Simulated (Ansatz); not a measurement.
`C1=[CH][GeH2][S]1`, 8 atoms. The species carries charge 0 and has multiplicity 1. Correlated methods include outer-core shells of Ge, which these sets cover unevenly. Scalar relativity is left out up to krypton. All runs use 2 threads of an Intel Xeon Platinum 8259CL on a shared host. Correlated methods freeze the cores.

Problem. How many basis functions does each run have, and how long does it take in Ansatz? RHF-CCSD(T)/def2-TZVPP energy; RKS PBE0-D4/def2-SVP energy; RHF-MP2/def2-QZVPP energy; RKS ωB97M-V/def2-SVP energy; RKS PBE0-D4/def2-TZVP relaxation (6 steps); RKS ωB97M-V/def2-QZVPP energy; RKS PBE0-D4/def2-QZVPP energy; RKS PBE-QIDH (frozen core)/def2-TZVPP energy; RHF-CCSD(T)/def2-SVP energy; RKS BLYP-D4/def2-TZVPP energy; direct RPA on PBE orbitals/def2-TZVPP energy; RKS r2SCAN-D4/def2-TZVPP energy and forces. (Best estimate.)

Solution. Computed: Other jobs shared the machine, so times are rough.

```
                                level                   job  functions  wall time  peak host memory (GiB)
                 RKS PBE0-D4/def2-SVP                energy         98      3.1 s                    0.43
               RKS BLYP-D4/def2-TZVPP                energy        208      5.5 s                    0.28
                 RKS ωB97M-V/def2-SVP                energy         98       10 s                    0.43
direct RPA on PBE orbitals/def2-TZVPP                energy        208       11 s                     0.5
             RKS r2SCAN-D4/def2-TZVPP     energy and forces        208       14 s                     0.3
                 RHF-CCSD(T)/def2-SVP                energy         98       16 s                    0.43
RKS PBE-QIDH (frozen core)/def2-TZVPP                energy        208       20 s                    0.52
               RKS PBE0-D4/def2-QZVPP                energy        393       22 s                     1.2
               RKS ωB97M-V/def2-QZVPP                energy        393       44 s                     1.5
                   RHF-MP2/def2-QZVPP                energy        393       57 s                       2
                RKS PBE0-D4/def2-TZVP  relaxation (6 steps)        171       64 s                    0.48
               RHF-CCSD(T)/def2-TZVPP                energy        208      3 min                     2.7
```
